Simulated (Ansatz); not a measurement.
Two isomers of C3H9AlO: A = `[CH3][Al]([CH3])[CH2]O`, B = `CC(C)[O][AlH2]`.

Gas-phase electronic energies from Ansatz, PBE0-D4/def2-TZVP geometries. CBS: MP2 limit from def2 TZ/QZ plus the TZ coupled-cluster correction, frozen cores. DFT in def2-TZVPP. B3LYP here is the variant with VWN-RPA as its local correlation; programs differ in this. Each species was taken in one conformer, which may not be the lowest.

Which isomer does CCSD(T)/CBS put lower? Give the gap. (An estimate is asked.)

The calculation gave: B, by 103.4 kJ/mol.

Give E(B) − E(A) in kJ/mol with CCSD/def2-TZVPP, LDA (SPW92), ωB97M-V, r2SCAN-D4, BLYP-D4, B3LYP, PBE0-D4. (Estimate.)

Computed: CCSD/def2-TZVPP -109.9, LDA (SPW92) -100.7, ωB97M-V -99.0, r2SCAN-D4 -97.5, BLYP-D4 -99.6, B3LYP -98.0, PBE0-D4 -93.6. None reverses the order clearly.

Does the order hold for the free energy at 298.15 K (harmonic terms from PBE0-D4)? (Estimate.)

Ansatz gave: Yes: G(B) − G(A) = -93.5 kJ/mol, for one conformer each. Modes under 60 cm⁻¹, often nearly free rotors, make the harmonic entropy too high.

Largest T1 diagnostic: 0.012.

Leaving LDA and LC-ωPBE aside and taking each functional with its dispersion term where it has one, the values, not all of them listed here, spread over 34.3 kJ/mol, from B97M-V to PBE-D4. LDA lies −17.5 kJ/mol from PBE without D4. The D4 term adds −5.6 kJ/mol with B3LYP and −2.8 kJ/mol with PBE0; it sums over pairs of atoms, weighted by their polarisabilities, and B3LYP, whose exchange is more repulsive, gets the larger term.
